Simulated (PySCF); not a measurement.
F₂HS, SMILES [SH+](F)F, charge +1.

Geometry optimised at PBE0-D3(BJ)/def2-TZVP. The isomer is the one that the SMILES or the coordinates give; other isomers of the formula were not compared.

Level of theory: PBE0-D3(BJ)/def2-TZVP run with PySCF.

Frequencies are harmonic and unscaled.

Computed normal modes with their intensities:
```tsv
mode	ν (cm⁻¹)	IR (km/mol)	moving atoms (share of kinetic energy)
1	393	15.6	F 80 %, S 19 %
2	961	82.3	F 65 %, S 35 %
3	987	143.1	F 54 %, S 43 %
4	1072	21.8	H 91 %, F 9 %
5	1079	31.4	H 86 %
6	2524	23.3	H 97 %
```
